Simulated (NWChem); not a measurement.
# BHBr2; SMILES B(Br)Br

This build's default masses of Se (78.918 u) and Br (79.917 u) are each other's, which moves their modes by up to 0.6 %.

### Question
Give the equilibrium geometry at PBE-D3(BJ)/def2-SVP (NWChem) as an XYZ file, with the point group.

### Answer
point group C2v; any orientation.
```
4

B      0.0000     0.0000    -0.8292
H      0.0000     0.0000    -2.0371
Br    -1.6621     0.0000     0.0989
Br     1.6621     0.0000     0.0989
```
